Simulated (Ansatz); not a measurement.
Energy needed to pull apart SbH3Te (SMILES [SbH2][TeH]), singlet, into free ground-state atoms, from the structure below (displaced at random from a GFN2-xTB minimum); no zero-point or spin–orbit terms; open-shell atoms are treated unrestricted, in their ground-state multiplicity.

```csv
atom,x (Å),y (Å),z (Å)
Sb1,-0.7843,-0.9726,-0.5456
Te2,0.1724,1.5665,-0.9922
H3,-1.1895,-0.6055,1.1311
H4,0.7157,-1.5178,-0.0561
H5,1.0413,1.5645,0.4725
```

Computed with Ansatz 0.2.0 (basis: def2-TZVPP); correlated methods freeze the cores. Filled d shells of the heavier atoms are correlated. Core potentials replace the inner electrons of the atoms past krypton. The def2 sets are not built for correlating such inner shells, so the correlated values are less sure here.

| method | atomization energy (eV) |
| --- | --- |
| PBE-D4 | 10.73 |
| r2SCAN-D4 | 10.48 |
| PBE0-D4 | ? |
| r2SCANh-D4 | ? |
| CAM-B3LYP-D4 | 10.61 |
| wB97M-V | 10.44 |
| HF | 6.28 |
| MP2 | 9.78 |
| CCSD | 9.96 |
| CCSD(T) | 10.20 |

Q: What does PBE0-D4 give? (Judge from chemistry; the value comes from the calculation.)

A: Computed: 10.43 eV, which is about 0.23 eV more than CCSD(T)/def2-TZVPP.

Q: What does r2SCANh-D4 give? (Judge from chemistry; the value comes from the calculation.)

A: Computed: 10.39 eV, which is about 0.18 eV more than CCSD(T)/def2-TZVPP.

In triple zeta the MP2 and coupled-cluster atomization energies are still short of their basis limit by a few kcal/mol a bond, whereas those of the functionals are nearly converged, so these differences are not deviations from converged CCSD(T).

The T1 diagnostic stays at or below 0.013.

For scale, one of the runs: CCSD(T)/def2-TZVPP forces, 142 basis functions (an equivalent command: `ansatz run in.yaml --threads 4`). Time: 110 s of wall clock on 4 CPU threads; the host was shared. Peak host memory: 1.9 GiB.
